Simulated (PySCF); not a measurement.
C2H6B2, SMILES B/C=C\B, B3LYP/def2-SVP optimised geometry.

```
10

B      1.88     0.58     0.00
C      0.99    -0.69     0.00
C     -0.37    -0.69     0.00
B     -1.08     0.66     0.00
H      2.28     1.05    -1.03
H      2.26     1.07     1.04
H      1.53    -1.66     0.00
H     -0.90    -1.65     0.00
H     -2.28     0.81    -0.01
H     -0.38     1.66     0.01
```

Density from B3LYP/def2-TZVP (PySCF) at that geometry.

Minimum of the electron density along straight lines between bonded atoms, close to the bond critical point (lines longer than 1.1 times the sum of covalent radii, or with two minima, are not listed):

```csv
bond,length / Å,ρ at the minimum / e bohr⁻³,∇²ρ there / e bohr⁻⁵,position (fraction from the first atom)
B1–C2,1.554,0.195,-0.28,0.33
C2–C3,1.361,0.333,-1.00,0.52
C3–B4,1.532,0.199,-0.21,0.67
B1–H5,1.208,0.184,-0.44,0.44
B1–H6,1.208,0.184,-0.44,0.44
C2–H7,1.106,0.271,-0.93,0.65
C3–H8,1.097,0.277,-0.96,0.64
B4–H9,1.207,0.183,-0.41,0.44
B4–H10,1.220,0.174,-0.33,0.43
```
